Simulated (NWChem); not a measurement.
System: C₂H₃FN₂Si; SMILES N1=CC=N[SiH]1F

```xyz
9

F     -0.5502    -1.9688     0.0000
Si     0.4258    -0.6964     0.0000
N      0.0677     0.4095     1.3528
C     -0.2351     1.5053     0.7681
C     -0.2351     1.5053    -0.7681
N      0.0677     0.4095    -1.3528
H      1.8264    -1.1625     0.0000
H     -0.4817     2.4177     1.3224
H     -0.4817     2.4177    -1.3224
```
Atoms are numbered in this order, from 1.

Program: NWChem. Pople sets run with spherical d functions. Geometry: optimised at B3LYP/6-31G* (spherical d). Total energies compare along this basis series because the functional is fixed.

```json
[
 {"level": "PBE/STO-3G", "basis functions": "37", "energy (Ha)": "-569.1877", "highest occupied level (eV)": "-3.26", "orbital gap (eV)": "3.00", "dipole (D)": "0.37", "relative time": "1"},
 {"level": "PBE/3-21G", "basis functions": "64", "energy (Ha)": "-573.2952", "highest occupied level (eV)": "-6.16", "orbital gap (eV)": "2.65", "dipole (D)": "2.03", "relative time": "1"},
 {"level": "PBE/6-31G*", "basis functions": "94", "energy (Ha)": "-576.4129", "highest occupied level (eV)": "-6.37", "orbital gap (eV)": "2.86", "dipole (D)": "2.11", "relative time": "4"},
 {"level": "PBE/6-31+G*", "basis functions": "118", "energy (Ha)": "-576.4301", "highest occupied level (eV)": "-6.70", "orbital gap (eV)": "2.84", "dipole (D)": "2.44", "relative time": "7"},
 {"level": "PBE/6-311G**", "basis functions": "134", "energy (Ha)": "-576.5190", "highest occupied level (eV)": "-6.55", "orbital gap (eV)": "2.80", "dipole (D)": "2.34", "relative time": "7"},
 {"level": "PBE/6-311++G**", "basis functions": "161", "energy (Ha)": "-576.5277", "highest occupied level (eV)": "-6.74", "orbital gap (eV)": "2.80", "dipole (D)": "2.53", "relative time": "10"}
]
```

The last column is a rough cost ratio, cheapest run = 1.
